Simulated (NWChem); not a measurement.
Correlation energy of Mg

```xyz
1

Mg     0.0000     0.0000     0.0000
```
Charge 0, spin multiplicity 1.

The numbers come from NWChem runs, not from measurements.

Basis set: def2-QZVP. Each correlation energy counts from its own Hartree-Fock reference.

The correlated methods keep 5 core orbitals frozen. No row is a measurement; the coupled-cluster row has its own basis-set and correlation limits.

```tsv
method	correlation energy (mHa)
SCS-MP2	[?]
CR-CCSD(T)	-33.8
MP2	[?]
CR-CCSD[T]	-33.8
CCSDT	-33.8
CCSD	-33.8
```

Question: Complete the blanks.

Answer: 
- SCS-MP2, correlation energy (mHa): -28.3
- MP2, correlation energy (mHa): -23.6
